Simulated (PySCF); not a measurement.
# A ladder of Hamiltonians for Te⁵⁰⁺ (tellurium, charge +50)

Occupied: 1s1/2. Hartree-Fock calculated with PySCF 2.14 in an uncontracted even-tempered set (19 s from 9.6 bohr⁻², ratio 2.3; 14 p from 11 bohr⁻², ratio 2.3), Gaussian nucleus throughout. NR is non-relativistic, sf-X2C the spin-free one-electron X2C Hamiltonian, X2C adds the bare one-electron spin-orbit term, X2C-SNSO screens it by Boettger's factors, DC is four-component Dirac-Coulomb, and the Gaunt and Breit terms are added at first order (total energies over the DC spinors, levels after relaxing the spinors in that mean field). QED terms are absent. Levels marked empty are virtual spinors of this ion.

| Hamiltonian | E (hartree) | E − E(DC) (hartree) | CPU seconds |
| --- | --- | --- | --- |
| NR | -2671.5315 | 103.0563 | 0.5 |
| sf-X2C | -2773.6452 | 0.9426 | 0.3 |
| X2C | -2773.6452 | 0.9426 | 0.29 |
| X2C-SNSO | -2773.6452 | 0.9426 | 0.29 |
| DC | -2774.5878 | 0.0000 | 5.6 |
| DC+Gaunt | -2772.6650 | 1.9228 | 9.5 |
| DC+Breit | -2772.6650 | 1.9228 | 84 |

Task: Give the 2p spin-orbit interval with each Hamiltonian that has one.

Result: X2C 331.8; X2C-SNSO 325.1; DC 321.5; DC+Gaunt 315.7; DC+Breit 315.7 (eV).

```tsv
level (eV)	NR	sf-X2C	X2C	X2C-SNSO	DC	DC+Gaunt	DC+Breit
1s1/2	-35908.9	-37260.3	-37260.3	-37260.3	-37285.7	-37233.8	-37233.8
2s1/2 (empty)	-8641.0	-9048.5	-9048.5	-9048.5	-9051.0	-9045.4	-9046.0
2p1/2 (empty)	-8544.2	-8713.2	-8942.9	-8938.1	-8936.5	-8924.6	-8926.4
2p3/2 (empty)	-8544.2	-8713.2	-8611.1	-8613.0	-8615.0	-8608.9	-8610.7
3s1/2 (empty)	-3817.2	-3959.4	-3959.4	-3959.4	-3960.2	-3958.6	-3958.8
```

Weight of the small component: 1s1/2 0.0369, 2s1/2 0.00889, 2p1/2 0.00884, 2p3/2 0.00851, 3s1/2 0.00389.

Koopmans' value for the highest occupied level at DC+Breit: 37233.8 eV, against an ionisation energy of 37196.5 eV (theoretical estimate listed by NIST; NIST Atomic Spectra Database, ionization energies); the former lacks relaxation, correlation, QED and recoil.

The whole ladder took 100 s of wall time on 1 thread of Neoverse-N1 (shared host), launched as `OMP_NUM_THREADS=1 python relrun2.py TASK.json OUT` (a driver that calls PySCF for each Hamiltonian).
